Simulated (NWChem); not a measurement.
System: TiSClF; SMILES [F][Ti](=[S])[Cl]

Computed with NWChem. Geometry: optimised at PBE-D3(BJ)/def2-SVP. Ions are spin-unrestricted doublets at the neutral geometry; other ion states weren't tried.

```csv
level,"vertical ionisation energy, ΔSCF (eV)",−ε(HOMO) (eV),ΔSCF minus −ε(HOMO) (eV)
B3LYP/def2-SVP,9.89,7.37,2.52
PBE/def2-SVP,___,___,___
LRC-wPBEh/def2-SVP,10.06,9.60,0.46
"LDA (Slater exchange, VWN5)/def2-SVP",9.95,6.54,3.41
PBE0/def2-SVP,9.99,7.74,2.25
```

Task: Complete the blanks.

Result: 
- PBE/def2-SVP, vertical ionisation energy, ΔSCF (eV): 9.73
- PBE/def2-SVP, −ε(HOMO) (eV): 6.41
- PBE/def2-SVP, ΔSCF minus −ε(HOMO) (eV): 3.32
